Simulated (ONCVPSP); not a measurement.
# Reading a pseudo-wave (Ni)

Columns: radius, all-electron u(r) and pseudo u(r) of the 3d shell (level -9.14 eV) of nickel in the configuration [Ne] 3s2 3p6 3d8 4s2; LDA (Perdew-Zunger), scalar-relativistic, ONCV scheme, ONCVPSP 4.0.1.

| r (bohr) | all-electron | pseudo |
| --- | --- | --- |
| 0.072 | 0.0443 | 0.0149 |
| 0.145 | 0.2040 | 0.1076 |
| 0.217 | 0.4113 | 0.2966 |
| 0.290 | 0.6105 | 0.5410 |
| 0.362 | 0.7673 | 0.7614 |
| 0.435 | 0.8783 | 0.9121 |
| 0.507 | 0.9444 | 0.9828 |
| 0.580 | 0.9751 | 0.9991 |
| 0.652 | 0.9786 | 0.9880 |
| 0.725 | 0.9630 | 0.9649 |
| 0.798 | 0.9345 | 0.9345 |
| 0.870 | 0.8983 | 0.8982 |
| 0.942 | 0.8576 | 0.8575 |
| 1.015 | 0.8140 | 0.8139 |
| 1.088 | 0.7697 | 0.7696 |
| 1.160 | 0.7264 | 0.7263 |
| 1.232 | 0.6842 | 0.6841 |
| 1.305 | 0.6429 | 0.6428 |
| 1.378 | 0.6035 | 0.6035 |
| 1.450 | 0.5667 | 0.5666 |
| 1.522 | 0.5318 | 0.5317 |
| 1.595 | 0.4984 | 0.4983 |
| 1.668 | 0.4670 | 0.4670 |
| 1.740 | 0.4380 | 0.4380 |
| 1.812 | 0.4108 | 0.4107 |
| 1.885 | 0.3849 | 0.3849 |

Task: How many radial nodes do the two functions have?

Result: The all-electron 3d function has n − l − 1 = 0; the pseudo-wave has 0.

Task: At about which radius was the pseudo-wave matched?

Result: 0.85 bohr, where the columns begin to agree (steps of 0.07 bohr).

Task: Is the pseudo-wave norm-conserving?

Result: Yes: the ONCV scheme keeps the norm inside the radius equal to the all-electron one, which fixes the energy derivative of the logarithmic derivative at the level.
